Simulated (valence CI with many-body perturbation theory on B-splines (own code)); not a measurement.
**Ladder of approximations for Pt XLV**

Calculated by relativistic CI+MBPT: six valence electrons over a frozen Dirac-Fock core [Ar] 3d10, a basis of 9 s, 9 p, 8 d, 6 f, 3 g, 1 h functions for each j, with the one-electron correlation potential Σ1 (screened to all orders), the two-electron term Σ2, the three-electron term Σ3, Breit, model QED; selected single and double excitations, second order for the rest, scaled by the run's own slope (own B-spline code, finite nucleus).

No measured spectrum was set against this ion. As an estimate, large intervals hold to a few tenths of a per cent, small ones and those within an open d or f shell to about a per cent. Among the levels kept, up to 670 cm⁻¹ of a level comes from second order outside the variational space, and about a tenth of that is noise between levels of different J, which matters for small intervals.

Each rung adds one term. CI alone is the Dirac-Coulomb CI over the frozen core; QED comes last and gives the full result, which names the levels. Energies are above (4s^2 4p1/2^2 4p3/2^2) J=2 on the same rung, in cm⁻¹.

Levels are named by their leading jj configuration (3d3/2^4 stands for four electrons in 3d with j = 3/2), which in mixed levels can hold well under half, so a name can repeat and another be missing. Letters in brackets count levels of one name in rising energy.

```
                             Level  CI alone     Σ1     Σ2    Σ3   Breit    QED     Full
        (4s^2 4p1/2^2 4p3/2^2) J=0     78003    +17  -1041  -318    +462     -5    77118
          (4s^2 4p1/2 4p3/2^3) J=1    995696  +2367  +2305  +100  -10916  +1042   990593
          (4s^2 4p1/2 4p3/2^3) J=2   1035610  +2372  +1824   -63  -11402  +1036  1029380
    (4s^2 4p1/2^2 4p3/2 4d3/2) J=2   1361350  -1969  -2044  +512   -2927  -2291  1352630
    (4s^2 4p1/2^2 4p3/2 4d3/2) J=0   1386990  -1963  -2159  +484   -2505  -2402  1378450
    (4s^2 4p1/2^2 4p3/2 4d3/2) J=1   1389060  -1915  -2271  +463   -3021  -2513  1379800
    (4s^2 4p1/2^2 4p3/2 4d3/2) J=3   1396310  -1942  -2311  +369   -3500  -2245  1386680
    (4s^2 4p1/2^2 4p3/2 4d5/2) J=4   1593420  -1039  -2498  +524   -7809  -1724  1580870
    (4s^2 4p1/2^2 4p3/2 4d5/2) J=2   1608100   -842  -2670  +605   -7139  -2382  1595670
    (4s^2 4p1/2^2 4p3/2 4d5/2) J=3   1717970  -1026  -7576   -27   -7655  -1733  1699960
    (4s^2 4p1/2^2 4p3/2 4d5/2) J=1   1746440   -938  -5899  -193   -7153  -2033  1730230
          (4s 4p1/2^2 4p3/2^3) J=2   1928230  +1176  -1969  +428   -2908  -9532  1915430
          (4s 4p1/2^2 4p3/2^3) J=1   2031660  +1238  -4098  +300   -3281  -9418  2016400
                (4s^2 4p3/2^4) J=0   2062200  +4733  +3649  -131  -21775  +2010  2050680
(4s^2 4p1/2 4p3/2^2 4d3/2) J=1 [a]   2318540   +405   +323  +825  -13911  -1493  2304690
(4s^2 4p1/2 4p3/2^2 4d3/2) J=2 [a]   2318950   +382   +674  +838  -14373  -1238  2305230
    (4s^2 4p1/2 4p3/2^2 4d3/2) J=0   2321420   +416   +766  +855  -14257  -1465  2307730
(4s^2 4p1/2 4p3/2^2 4d3/2) J=3 [a]   2352860   +407   +322  +684  -15104  -1209  2337960
    (4s^2 4p1/2 4p3/2^2 4d3/2) J=4   2390450   +389    +24  +442  -15556  -1224  2374520
```

The middle columns are the shifts that each term adds.

Problem. How does the ionisation energy move along the ladder, and which term matters most?

Solution. CI alone 2293.8, + Σ1 2295.4, + Σ2 2295.8, + Σ3 2295.3, + Breit 2293.6, + QED 2293.4 eV. The largest step is Breit, -1.7 eV. NIST lists 2291 ± 4 eV (theoretical).
